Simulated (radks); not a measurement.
Q: The potassium ion K4+ is in [Ne] 3s2 3p3. Method: scalar-relativistic Kohn-Sham, PBE, spin-polarised, spherical densities, finite nucleus; Fermi nuclear charge, rms radius of each element as measured or else 0.836 A^(1/3) + 0.57 fm; computed with a radial shooting solver on a logarithmic mesh with Libxc functionals. Open shells are filled with parallel spins first. One electron is removed from 3s, 2s, 2p, 3p in turn, with full relaxation. Which removal costs least, and what does each cost?

A: 3p 81.980 eV; 3s 94.232 eV; 2p 368.17 eV; 2s 438.68 eV. The 3p electron leaves first.
